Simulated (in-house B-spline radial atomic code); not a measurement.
Results of a calculation; reference values are marked as such.
# Building a PAW s channel for Cu, r_c = 2.94 bohr

Cu, [Ar] 3d10 4s1, non-relativistic LDA (VWN5), spherical and spin-unpolarised, from an all-electron radial atomic-structure program (B-spline basis) (atomic units; all potentials screened as in the neutral atom).

Two all-electron partial waves φ1, φ2 are integrated outwards at E1 = ε(4s) = -0.172056 and E2 = E1 + 2 hartree; φ1 is the bound orbital and φ2 has unit norm inside r_c = 2.9445 bohr. Smooth partners are polynomials, r^1(a0 + a1 r² + a2 r⁴ + a3 r⁶), matched to φ and three derivatives at r_c, with no condition on the norm. The local potential is -1.64676 + (0.419656) r² + (-0.0462899) r⁴ + (0.00188775) r⁶ inside 2.5045 bohr and the all-electron one outside.

```csv
wave,φ(r_c),φ'(r_c),a0,a1,a2,a3
1,0.5693963,-0.1321599,0.4599659,-0.04512391,0.001935001,-3.19402e-05
2,0.8991542,-0.5565098,-1.921977,0.7475878,-0.07782754,0.002448883
```

Inside r_c the overlaps are <φi φj> = [[0.56761, 0.04951], [0.04951, 1.00000]] and, for the smooth waves, [[0.70759, -0.27937], [-0.27937, 2.04255]]. With χj = (Ej − T − V_local) applied to smooth wave j, the program's quadrature gives the matrix B_ij = <smooth i, χj> as [[0.21518, -1.09279], [-0.43504, 2.98825]].

(1) Check the match of the first wave, and find the augmentation charges q_ij.

(2) B isn't symmetric. Show that D_ij = B_ij + Ej q_ij is.

Solving (T + V_local + Σ p D p) ψ = E (1 + Σ p q p) ψ in a sphere of 9 bohr, whose wall lifts the free-atom level a little, gives these levels:

```json
{"all-electron": "-0.171513", "one projector": "-0.171513", "two projectors": "-0.171513"}
{"all-electron": "0.096956", "one projector": "0.095100", "two projectors": "0.096544"}
{"all-electron": "0.433297", "one projector": "0.415587", "two projectors": "0.431172"}
{"all-electron": "0.925113", "one projector": "0.830091", "two projectors": "0.921365"}
{"all-electron": "1.563000", "one projector": "1.280130", "two projectors": "1.562020"}
```

(3) What does the second projector gain?

Answers

(1) At r_c the four terms are 1.35437, -1.15197, 0.42829, -0.06129, which sum to 0.5694, φ1(r_c) to rounding. q_ij is the all-electron overlap less the smooth one: [[-0.13997, 0.32888], [0.32888, -1.04255]]. The smooth first wave has a norm of 0.7076 inside r_c against 0.5676, so q11 is negative and must stay small enough for the overlap operator to be positive.

(2) Integrating by parts gives B12 − B21 = (E1 − E2) q12: -1.09279 − (-0.43504) = -0.65775, and −2 × (0.32888) = -0.65775. So D12 = -1.09279 + (1.827944)(0.32888) = -0.49162 and D21 = -0.43504 + (-0.172056)(0.32888) = -0.49162; D11 = 0.23926, D22 = 1.08253. The projectors, p = (B⁻¹)ᵀ χ, are dual to the smooth waves; det B = 0.17.

(3) With one projector the errors are 0.00, -1.86, -17.71, -95.02 millihartree, and the level at 1.2801 is out of step with the all-electron series: an extra state, or one far too low, so the pairing ends there. With two the errors are 0.00, -0.41, -2.12, -3.75, -0.98 millihartree. The scattering is exact at E1 and at E2 = 1.828, and over all levels compared the largest error is 3.7 millihartree. The lowest eigenvalue of the overlap operator is 0.6045 with one and 0.3539 with two projectors. The smooth orbital alone needs a cutoff of 0.98 hartree for 1 millihartree of kinetic energy, against 3.28 for a norm-conserving Troullier-Martins orbital of the same radius; part of the gain comes from giving up the norm, part from the simpler form.
